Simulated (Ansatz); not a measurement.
A search over several starts for the lowest SCF solution of PPSbSb tetrahedron (Sb2P2) at the given spin, in a small basis.

```yaml
crystal:
  periodic: [false, false, false]
  atoms:
    - {symbol: P, position_ang: [-0.422740, -0.508100, 1.279787]}
    - {symbol: P, position_ang: [-0.120802, 1.422825, 0.188970]}
    - {symbol: Sb, position_ang: [1.596938, -0.405706, -0.276153]}
    - {symbol: Sb, position_ang: [-1.053396, -0.509019, -1.192614]}
basis:
  gaussian: {orbitals: def2-SVP, initial_orbitals: start.molden}
hamiltonian: {xc: pbe0, dispersion: d4}
output: {orbitals: {seedname: orbitals}}
```

The file start.molden holds the orbitals of an earlier run on this structure, at another level or in another basis.

```sh
$ ansatz run in.yaml --threads 4 --pin off --events-out ev --progress --plain --max-ram 3916MiB
```

It prints (some lines left out):

```
Functional definition: PBE0
  name "PBE0"
  cite "Adamo & Barone, J. Chem. Phys. 110, 6158 (1999) doi:10.1063/1.478522"
  cite "Perdew, Burke & Ernzerhof, Phys. Rev. Lett. 77, 3865 (1996) doi:10.1103/PhysRevLett.77.3865"
  parent pbe
  parameter a = 0.25
  parameter kappa = 0.804
  parameter beta = 0.06672455060314922
  exchange = (1 - a)*pbe_x(kappa = kappa, mu = beta*pi^2/3) + a*exact_x
  correlation = pbe_c(beta = beta)
984 factors; integrals over basis functions are off by at most 1.1e-3 eV
mean field evaluation 1: about -31642.3966 eV, gradient 4.0e0 eV
mean field evaluation 2: about -31642.4344 eV, gradient 4.3e-2 eV
mean field evaluation 4: about -31642.4376 eV, gradient 3.1e-5 eV
mean field evaluation 8: about -31641.9716 eV, gradient 1.1e1 eV
mean field evaluation 16: about -31642.4376 eV, gradient 1.1e-3 eV
mean field -31642.43757190 eV, -1162.8381327527 hartree, gradient 2.7e-5 eV, S^2 0.000000; 1 other end points of the search recorded, 0 dependent functions left out
reference -31642.43759149 eV, -1162.8381334728 hartree; 38, 38 occupied and 50, 50 virtual orbitals, 984 factors
Total energy: -31642.68251990 eV, -1162.8471344256 hartree
```

Hardware: 4 threads of Intel Xeon on a shared host. Wall time 2.7 s.

In the def2 sets Sb takes a core potential; there is no spin–orbit coupling.
